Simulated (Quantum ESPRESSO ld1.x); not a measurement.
Task: Successive ionisation energies (eV) of one element, from differences of total energies of ions in their ground configurations, starting at charge 34: 2198.1, 2274.1, 2430.3, 2499.0, 5838.2, 6043.4, 6250.7, 6459.6, 6892.8, 7112.7, 7426.4, 7596.5. Calculated with ld1.x of Quantum ESPRESSO 7.5: Dirac Kohn-Sham, LDA (Slater exchange, Perdew-Zunger correlation), spin-unpolarised, spherical densities, point nucleus; open shells fill j = l - 1/2 first. Which element is it?

Result: Cadmium (Z = 48). The first species listed is Cd34+ in [Ne] 3s2 3p2, the last Cd45+ in [He] 2s1.
